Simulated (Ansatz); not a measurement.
C₂H₅O₂Si, SMILES `[CH]=C[SiH](O)O` radical, one more setting.

```yaml
crystal:
  periodic: [false, false, false]
  atoms:
    - {symbol: C, position_ang: [-1.651625, 0.585835, -0.684848]}
    - {symbol: C, position_ang: [-0.744606, -0.346567, -0.718199]}
    - {symbol: Si, position_ang: [0.610345, -0.448812, 0.571397]}
    - {symbol: O, position_ang: [0.451214, 0.836370, 1.575495]}
    - {symbol: O, position_ang: [2.090602, -0.484768, -0.126546]}
    - {symbol: H, position_ang: [-2.523762, 0.925360, -1.227323]}
    - {symbol: H, position_ang: [-0.762186, -1.099809, -1.516591]}
    - {symbol: H, position_ang: [0.538574, -1.721248, 1.317814]}
    - {symbol: H, position_ang: [-0.305766, 1.401659, 1.405186]}
    - {symbol: H, position_ang: [2.380309, 0.300780, -0.593485]}
basis:
  gaussian: {orbitals: def2-TZVP}
total_charge: 1
hamiltonian: {xc: {name: PBEsol}, dispersion: d4}
accuracy: high
```

```sh
$ ansatz run in.yaml --threads 4 --pin off --events-out ev --progress --plain --max-ram 10444MiB
```

It prints (some lines left out):

```
Functional definition: PBEsol
3445 factors; integrals over basis functions are off by at most 6.2e-9 eV
mean field evaluation 1: about -14046.1643 eV, gradient 1.2e2 eV
mean field evaluation 2: about -13764.5168 eV, gradient 3.0e2 eV
mean field evaluation 4: about -14060.2886 eV, gradient 6.5e1 eV
mean field evaluation 8: about -14072.6318 eV, gradient 2.9e0 eV
mean field evaluation 16: about -14072.6427 eV, gradient 4.5e-3 eV
mean field -14072.64265760 eV, -517.1600788872 hartree, gradient 8.6e-9 eV, S^2 0.000000; 1 other end points of the search recorded, 0 dependent functions left out
reference -14072.64266166 eV, -517.1600790362 hartree; 23, 23 occupied and 168, 168 virtual orbitals, 3445 factors
Total energy: -14072.70092113 eV, -517.1622200324 hartree
```

Run time 4.6 s (4 threads of an Intel Xeon Platinum 8488C on a shared host); peak host memory 0.88 GiB.
